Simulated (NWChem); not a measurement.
System: C₂H₄N₂OSi; SMILES O[Si@H]1C=NC=N1

```xyz
10

O      0.0775    -2.1099    -0.5054
Si     0.0267    -0.7429     0.4224
C      1.2798     0.6572     0.0489
N      0.6337     1.7306    -0.2214
C     -0.7998     1.4817    -0.1924
N     -1.3192     0.3535     0.0722
H     -0.0994    -2.0209    -1.4468
H      0.0498    -1.1966     1.8338
H      2.3776     0.7026     0.0728
H     -1.4028     2.3734    -0.4255
```
Atoms are numbered in this order, from 1.

Results from NWChem. Pople sets run with spherical d functions. The geometry was optimised at PBE0/def2-SVP. Total energies compare along this basis series because the functional is fixed.

```json
[
 {"level": "Hartree-Fock/STO-3G", "basis functions": "38", "energy (Ha)": "-544.0415", "highest occupied level (eV)": "-8.43", "orbital gap (eV)": "14.06", "dipole (D)": "1.51"},
 {"level": "Hartree-Fock/3-21G", "basis functions": "66", "energy (Ha)": "-547.7687", "highest occupied level (eV)": "-10.94", "orbital gap (eV)": "…", "dipole (D)": "1.75"},
 {"level": "Hartree-Fock/6-31G*", "basis functions": "96", "energy (Ha)": "-550.7585", "highest occupied level (eV)": "-11.00", "orbital gap (eV)": "12.58", "dipole (D)": "1.72"},
 {"level": "Hartree-Fock/6-31+G*", "basis functions": "120", "energy (Ha)": "-550.7686", "highest occupied level (eV)": "-11.18", "orbital gap (eV)": "12.14", "dipole (D)": "1.71"},
 {"level": "Hartree-Fock/6-311G**", "basis functions": "140", "energy (Ha)": "-550.8514", "highest occupied level (eV)": "-11.09", "orbital gap (eV)": "12.46", "dipole (D)": "1.69"},
 {"level": "Hartree-Fock/6-311++G**", "basis functions": "168", "energy (Ha)": "-550.8580", "highest occupied level (eV)": "-11.18", "orbital gap (eV)": "12.07", "dipole (D)": "1.66"}
]
```

Problem. What belongs in the gaps?

Solution. 
- Hartree-Fock/3-21G, orbital gap (eV): 12.37
